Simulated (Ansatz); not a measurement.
Ligand exchange: C3H7Br + SiH3I → C3H10Si + IBr

Species: C3H7Br (2-bromopropane) `CC(C)Br`, singlet; SiH3I `[SiH3]I`, singlet; C3H10Si `CC(C)[SiH3]`, singlet; IBr (iodine monobromide), singlet. The partners trade Br for SiH3: C–Br and I–SiH3 bonds give way to C–SiH3 and I–Br.

Shapes, held fixed at every level: PBE0-D4/def2-TZVP. Programs: Ansatz 0.2.0. The zero-point and thermal change to 298 K, harmonic and unscaled (PBE0-D4/def2-TZVP), is -0.8 kJ/mol.

| level | kind | ΔH(298 K) (kJ/mol) | less CCSD(T)/def2-TZVPP | CPU time (sum over the molecules) |
| --- | --- | --- | --- | --- |
| B3LYP-D4/def2-TZVPP | global hybrid | +86.6 | -17.8 | 47 s |
| r2SCAN0-D4/def2-TZVPP | global hybrid | +103.3 | -1.1 | 46 s |
| wB97M-V/def2-TZVPP | range-separated hybrid | +94.9 | -9.5 | 1.8 min |
| wB97X-V/def2-TZVPP | range-separated hybrid | +97.0 | -7.4 | 76 s |
| MP2/def2-TZVPP | perturbation theory | +116.8 | +12.4 | – |
| CCSD(T)/def2-SVP | coupled cluster or CI | +97.7 | -6.7 | 49 s |
| CCSD/def2-TZVPP | coupled cluster or CI | +104.2 | -0.2 | – |
| CCSD(T)/def2-TZVPP | coupled cluster or CI | +104.4 | 0.0 | 19 min |

The highest level, CCSD(T)/def2-TZVPP, gives ΔH(298 K) = +104.4 kJ/mol; the levels span +86.6 to +116.8. The column of differences is taken from that level and isn't an error. No measured value is set beside it here. For atoms past krypton def2 sets carry core potentials with scalar relativity. Relativity is left out for Br. Outer-core shells of Br, I are correlated, in sets that cover them unevenly. Times are processor times on shared x86 and Arm servers, and rough.
